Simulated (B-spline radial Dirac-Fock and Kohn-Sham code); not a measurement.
## Kohn-Sham estimates against Dirac-Fock for the levels of Yb³⁺

System: the Yb³⁺ ion in the configuration [Xe] 4f12 6s1 (not the ground configuration).

The density-functional columns are spherical, spin-unpolarised Dirac-Kohn-Sham results without Breit or QED terms: −ε is minus the orbital energy of the initial state and ΔSCF the difference of two total energies. The reference in the last column comes from ΔSCF Dirac-Fock with Breit, self-energy and vacuum polarisation, finite nucleus, configuration average. All numbers are from a radial atomic solver, in eV; a selection of levels is shown. The Kohn-Sham columns are given as differences from the reference. For the 1s level of heavy atoms much of the gap between ΔSCF and the reference is the Breit and QED part, -290.1 eV here; for other levels the error of the functional can be larger.

```
level  LDA −ε − DF  LDA ΔSCF − DF  Dirac-Fock
    K       -236.9         +278.0     61377.9
   L1       -153.2          -59.1     10545.8
   L2       -109.8          +10.7     10029.5
   L3       -120.5          -14.9      8994.5
   M1        -77.6          -49.9      2456.5
   M2        -61.2          -31.6      2230.5
   M3        -60.3          -33.1      2007.8
   M4        -39.3           -6.7      1628.2
   M5        -40.2           -8.6      1580.6
   N1        -39.9          -26.7       544.6
   N2        -32.6          -19.4       452.3
   N3        -32.8          -20.0       401.8
   N4        -20.6           -8.1       249.5
   N5        -20.7           -8.3       240.2
 N6,7         -7.0           +4.1       54.19
   O2         -5.9           +1.9       74.97
   O3         -5.9           +1.5       67.71
   P1         -2.2           +1.5       29.32
```

Values without a named source are computed, but for edge energies of neutral atoms, which are taken from tables.
